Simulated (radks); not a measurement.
Task: The potassium ion K2+, 17 electrons, occupied as [Ne] 3s2 3p4 7p1 (not the ground configuration). All-electron calculation, Dirac Kohn-Sham, PBEsol, spin-unpolarised, spherical densities, point nucleus; open shells are shared between the two j in proportion to 2j + 1. Program: a radial shooting solver on a logarithmic mesh with Libxc functionals. Some entries of the table are withheld. Estimate them.

| orbital | occ. | eigenvalue (eV) | <r^2> (bohr^2) | <1/r> (bohr^-1) |
|---|---|---|---|---|
| 1s1/2 | 2 | -3558.412 | 0.008852 | 18.70 |
| 2s1/2 | 2 | -392.9766 | 0.1780 | 3.807 |
| 2p1/2 | 2 | (1) | 0.1506 | 3.730 |
| 2p3/2 | 4 | (2) | 0.1526 | 3.695 |
| 3s1/2 | 2 | -70.0693 | 1.657 | 1.162 |
| 3p1/2 | 1.33333 | -52.7407 | 1.938 | 1.056 |
| 3p3/2 | 2.66667 | -52.4116 | 1.956 | 1.050 |
| 7p1/2 | 0.333333 | -3.3097 | 292.4 | (3) |
| 7p3/2 | 0.666667 | -3.3045 | 292.7 | (4) |

Result: 
(1) 2p1/2 eigenvalue (eV): -322.1275
(2) 2p3/2 eigenvalue (eV): -319.2297
(3) 7p1/2 <1/r> (bohr^-1): 0.08668
(4) 7p3/2 <1/r> (bohr^-1): 0.08682
